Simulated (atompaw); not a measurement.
# Which change was made? (As, PAW (atompaw))

* Element: arsenic (As)
* Generator: atompaw 4.2.0.5
* Type: PAW
* Functional: PBEsol
* Relativity: scalar-relativistic
* Frozen core: [Ar] 3d10
* Valence charge: 5
* Reference configuration: 4s2 4p3
* Partial waves: 4s (bound): rc 2.00 bohr; 4s channel at 3 Ry: rc 2.00 bohr; 4p (bound): rc 1.55 bohr; 4p channel at 1.1 Ry: rc 2.00 bohr
* Local potential: bessel scheme, radius 1.70 bohr
* Core correction: smooth core density matched at 1.30 bohr
* Augmentation charge: sinc compensation charge, radius 1.55 bohr; PAW radius 2.00 bohr; waves and projectors: custom polynom vanderbiltortho

Cutoffs, loose and tight: the cutoffs (Ry, on a coarse ladder) from which the occupation-weighted sum of valence levels, in a spherical-Bessel basis at the reference potential, stays within 10 and 1 mRy of its value at 400 Ry. They see the waves, projectors and local potential, not the compensation charge or the core.

The base gives: outcome: generated; cutoff, loose: 18 Ry; cutoff, tight: 30 Ry; bound ghosts: none.

Q: After one change the result is: outcome: generated; cutoff, loose: 10 Ry; cutoff, tight: 18 Ry; bound ghosts: none. Which change was it?
A. wave 4p (bound): rc 1.55 bohr becomes 4p (bound): rc 1.96 bohr
B. wave 4p (bound): rc 1.55 bohr becomes 4p (bound): rc 1.38 bohr
C. wave 4p (bound): rc 1.55 bohr becomes 4p (bound): rc 1.74 bohr

A: A. The others give: wave 4p (bound): rc 1.55 bohr becomes 4p (bound): rc 1.74 bohr → outcome: generated; cutoff, loose: 12 Ry; cutoff, tight: 25 Ry; bound ghosts: none | wave 4p (bound): rc 1.55 bohr becomes 4p (bound): rc 1.38 bohr → outcome: failed: atompaw: The overlap operator has at least one negative eigenvalue!.
